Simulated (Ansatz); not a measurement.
W₃S₈. The state is a singlet with charge 0. Geometry PBE0-D4/def2-SVP.

```
atom   x (Å)   y (Å)   z (Å)
  W1   1.172   0.602   1.728
  W2  -0.766  -1.617  -1.232
  W3  -0.612   1.286  -0.563
  S4  -1.348  -3.172   0.095
  S5   0.741  -0.794   3.271
  S6   0.050   2.657  -2.022
  S7   1.096  -0.369  -0.440
  S8  -0.542   2.162   1.571
  S9   3.027   1.581   2.066
 S10  -0.411  -2.364  -3.189
 S11  -2.406   0.027  -1.285
```

In the def2 sets W takes a core potential; there is no spin–orbit coupling. The restricted singlet is unstable towards broken spin symmetry in Hartree–Fock (as tested in another run); at LDA (SPW92)/def2-TZVP, PBE-D4/def2-TZVP, PBE0-D4/def2-SVP, PBE0-D4/def2-TZVP this wasn't settled. The structure comes from a short search, and lower isomers may exist.

Estimate the orbital energies around the gap (eV) in Ansatz with LDA (SPW92)/def2-TZVP, PBE-D4/def2-SVP, PBE-D4/def2-TZVP, PBE0-D4/def2-SVP, PBE0-D4/def2-TZVP.


```json
{"orbital": "HOMO−5", "LDA (SPW92)/def2-TZVP": "-7.59", "PBE-D4/def2-SVP": "-7.48", "PBE-D4/def2-TZVP": "-7.42", "PBE0-D4/def2-SVP": "-8.62", "PBE0-D4/def2-TZVP": "-8.53"}
{"orbital": "HOMO−4", "LDA (SPW92)/def2-TZVP": "-7.34", "PBE-D4/def2-SVP": "-7.27", "PBE-D4/def2-TZVP": "-7.19", "PBE0-D4/def2-SVP": "-8.36", "PBE0-D4/def2-TZVP": "-8.23"}
{"orbital": "HOMO−3", "LDA (SPW92)/def2-TZVP": "-7.21", "PBE-D4/def2-SVP": "-7.13", "PBE-D4/def2-TZVP": "-7.06", "PBE0-D4/def2-SVP": "-8.26", "PBE0-D4/def2-TZVP": "-8.14"}
{"orbital": "HOMO−2", "LDA (SPW92)/def2-TZVP": "-6.93", "PBE-D4/def2-SVP": "-6.86", "PBE-D4/def2-TZVP": "-6.75", "PBE0-D4/def2-SVP": "-7.87", "PBE0-D4/def2-TZVP": "-7.71"}
{"orbital": "HOMO−1", "LDA (SPW92)/def2-TZVP": "-6.70", "PBE-D4/def2-SVP": "-6.61", "PBE-D4/def2-TZVP": "-6.54", "PBE0-D4/def2-SVP": "-7.74", "PBE0-D4/def2-TZVP": "-7.63"}
{"orbital": "HOMO", "LDA (SPW92)/def2-TZVP": "-6.54", "PBE-D4/def2-SVP": "-6.46", "PBE-D4/def2-TZVP": "-6.39", "PBE0-D4/def2-SVP": "-7.57", "PBE0-D4/def2-TZVP": "-7.45"}
{"orbital": "LUMO", "LDA (SPW92)/def2-TZVP": "-5.90", "PBE-D4/def2-SVP": "-5.74", "PBE-D4/def2-TZVP": "-5.67", "PBE0-D4/def2-SVP": "-5.32", "PBE0-D4/def2-TZVP": "-5.19"}
{"orbital": "LUMO+1", "LDA (SPW92)/def2-TZVP": "-4.76", "PBE-D4/def2-SVP": "-4.63", "PBE-D4/def2-TZVP": "-4.56", "PBE0-D4/def2-SVP": "-4.08", "PBE0-D4/def2-TZVP": "-3.96"}
{"orbital": "LUMO+2", "LDA (SPW92)/def2-TZVP": "-4.27", "PBE-D4/def2-SVP": "-4.14", "PBE-D4/def2-TZVP": "-4.09", "PBE0-D4/def2-SVP": "-3.59", "PBE0-D4/def2-TZVP": "-3.48"}
{"orbital": "LUMO+3", "LDA (SPW92)/def2-TZVP": "-4.27", "PBE-D4/def2-SVP": "-4.13", "PBE-D4/def2-TZVP": "-4.08", "PBE0-D4/def2-SVP": "-3.55", "PBE0-D4/def2-TZVP": "-3.44"}
{"orbital": "LUMO+4", "LDA (SPW92)/def2-TZVP": "-3.59", "PBE-D4/def2-SVP": "-3.44", "PBE-D4/def2-TZVP": "-3.41", "PBE0-D4/def2-SVP": "-2.80", "PBE0-D4/def2-TZVP": "-2.72"}
{"orbital": "LUMO+5", "LDA (SPW92)/def2-TZVP": "-3.49", "PBE-D4/def2-SVP": "-3.36", "PBE-D4/def2-TZVP": "-3.31", "PBE0-D4/def2-SVP": "-2.74", "PBE0-D4/def2-TZVP": "-2.61"}
```
